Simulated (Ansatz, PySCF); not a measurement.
Species: Be2F2 (charge 0, singlet). SMILES: [F][Be][Be][F]
Geometry from a B3LYP-D3(BJ)/def2-TZVP (Ansatz, a quantum-chemistry and plane-wave program) optimisation:
```xyz
4

F      0.0000     0.0000    -2.3946
Be     0.0000     0.0000    -1.0211
Be     0.0000     0.0000     1.0211
F      0.0000     0.0000     2.3946
```

Wanted: atomisation energy (electronic, to ground-state atoms), in kcal/mol. Valence correlation only, unless marked. Open shells are spin-unrestricted. Spin-orbit coupling is left out. No relativistic terms. The coupled-cluster limit lacks core correlation, which all-electron functionals hold. CBS(X,Y): correlation extrapolated as X^-3; Hartree-Fock from the larger set. [CCSD(T)-MP2]/basis is that difference in the basis named.

```csv
level,program,atomisation energy (kcal/mol),minus last row,rough core time
HF/def2-SVP,Ansatz,270.1,-78.0,-
BLYP-D3(BJ)/def2-TZVPD,Ansatz + dftd3,356.1,8.0,under 20 s
revPBE-D4/def2-TZVPD,Ansatz + dftd4,346.5,-1.6,under 20 s
BP86-D4/def2-TZVPD,PySCF + dftd4,356.3,8.2,-
B97M-V/def2-TZVPD,Ansatz,344.4,-3.7,under 20 s
PBE0-D3(BJ)/def2-TZVPD,Ansatz + dftd3,348.1,0.0,under 20 s
BHLYP-D3(BJ)/def2-TZVPD,Ansatz + dftd3,337.1,-11.0,under 20 s
MN15/def2-TZVPD,PySCF,348.1,0.0,-
CAM-B3LYP-D3(BJ)/def2-TZVPD,Ansatz + dftd3,355.9,7.8,under 20 s
CAM-B3LYP-D4/def2-TZVPD,Ansatz + dftd4,355.7,7.6,under 20 s
wB97M-V/def2-TZVPD,Ansatz,345.0,-3.1,under 20 s
B2PLYP-D3(BJ)/def2-TZVPD,Ansatz + dftd3,349.4,1.3,under 20 s
MP2/STO-3G,Ansatz,307.9,-40.2,-
MP2/def2-TZVPPD,Ansatz,355.3,7.2,-
MP2/def2-QZVPP,Ansatz,367.7,19.6,-
"MP2/CBS(def2-TZVPPD,def2-QZVPPD)",Ansatz,372.8,24.7,-
SCS-MP2/def2-SVP,Ansatz,325.2,-22.9,-
CCSD(T)/6-31G,Ansatz,284.7,-63.4,under 20 s
CCSDT/def2-SVP,Ansatz,302.7,-45.4,under 20 s
"RI-MP2/CBS(def2-TZVPP,def2-QZVPP)+[CCSD(T)-MP2]/def2-SVP",Ansatz,339.3,-8.8,under 20 s
"CCSD(T)/CBS(def2-TZVPPD,def2-QZVPPD)",Ansatz,348.1,0.0,25 s
```

Core times are rough, on shared machines, summed over the molecules involved; a dash marks a level read off another run, or run on other hardware, by another program or under a memory cap.
